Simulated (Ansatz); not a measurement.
Basis-set series for CH₅ClNNbO (`[CH3][Nb]([NH2])(=[O])[Cl]`). Charge 0, multiplicity 1. Nb: def2 effective core potential. The geometry is a stationary point of PBE0-D4/def2-TZVP. It is one conformer, not always the lowest.

```tsv
atom	x (Å)	y (Å)	z (Å)
C1	0.293	0.235	-1.528
Nb2	-0.709	-0.222	0.319
N3	0.586	0.117	1.739
O4	-1.900	0.963	0.473
Cl5	-1.524	-2.388	0.218
H6	-0.416	0.064	-2.347
H7	1.162	-0.415	-1.675
H8	0.617	1.277	-1.571
H9	1.356	-0.500	1.961
H10	0.534	0.869	2.411
```

| functional | basis | functions | energy (Eh) | HOMO (eV) | LUMO (eV) |
| --- | --- | --- | --- | --- | --- |
| PBE0-D4 | def2-SVP | 116 | -687.81390 | -8.19 | -1.87 |
| PBE0-D4 | def2-QZVPP | 472 | -688.21859 | -8.24 | -1.98 |
| ωB97M-V | def2-SVP | 116 | -687.97390 | -10.51 | 0.27 |
| ωB97M-V | def2-QZVPP | 472 | -688.38333 | -10.57 | 0.12 |

(1) Give the rows for def2-TZVPP. (Estimate.)

Answers

(1) Computed: 
| functional | basis | functions | energy (Eh) | HOMO (eV) | LUMO (eV) |
| --- | --- | --- | --- | --- | --- |
| PBE0-D4 | def2-TZVPP | 261 | -688.19193 | -8.22 | -1.96 |
| ωB97M-V | def2-TZVPP | 261 | -688.35776 | -10.55 | 0.16 |

Positive LUMOs are unbound and depend on the basis.
